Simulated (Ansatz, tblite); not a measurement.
Adding an electron: the cluster Hf₃O₄⁺. Charge 1, multiplicity 2. Geometry: r2SCAN-D4/def2-SVP. Ansatz, gas phase; energy differences of separate SCF runs; the reduced species is a singlet (the triplet lies 0.27 eV higher at PBE0-D4/def2-TZVP).

Cartesian coordinates in Å:
```
Hf 1.521 -0.542 -1.055
Hf -0.280 -0.692 1.363
Hf -0.938 1.126 -0.519
O 0.462 0.897 -1.887
O 1.343 -1.540 0.635
O -1.804 -0.532 0.117
O -0.305 1.283 1.346
```

In the def2 sets Hf takes a core potential; there is no spin–orbit coupling. The xTB rows come from tblite. The structure comes from a short search, and lower isomers may exist.

| level | −HOMO (eV) | −LUMO (eV) | vertical EA (eV) | HOMO–LUMO gap (eV) | remarks |
| --- | --- | --- | --- | --- | --- |
| GFN1-xTB | – | – | 10.42 | – | – |
| GFN2-xTB | – | – | 11.60 | – | – |
| PBE-D4/def2-TZVP | 8.34 | 7.28 | 5.35 | 1.06 | restricted singlet, untested (singlet) |

(1) Estimate the rows for r2SCAN-D4/def2-TZVP, PBE0-D4/def2-TZVP.

Answers

(1) 
```json
{"level": "r2SCAN-D4/def2-TZVP", "−HOMO (eV)": "8.52", "−LUMO (eV)": "6.87", "vertical EA (eV)": "5.14", "HOMO–LUMO gap (eV)": "1.65", "remarks": "restricted singlet, untested (singlet)"}
{"level": "PBE0-D4/def2-TZVP", "−HOMO (eV)": "9.10", "−LUMO (eV)": "6.53", "vertical EA (eV)": "5.26", "HOMO–LUMO gap (eV)": "2.58", "remarks": "restricted singlet, untested (singlet)"}
```

  HOMO and LUMO are the levels of the spin that leaves or enters (xTB has no such levels and no spin-polarisation term). Other spin states of the ions may lie lower, which would lower the ionisation energy or raise the affinity. Raw xTB energy differences between charge states are shifted by several eV; the methods need an empirical correction for them.
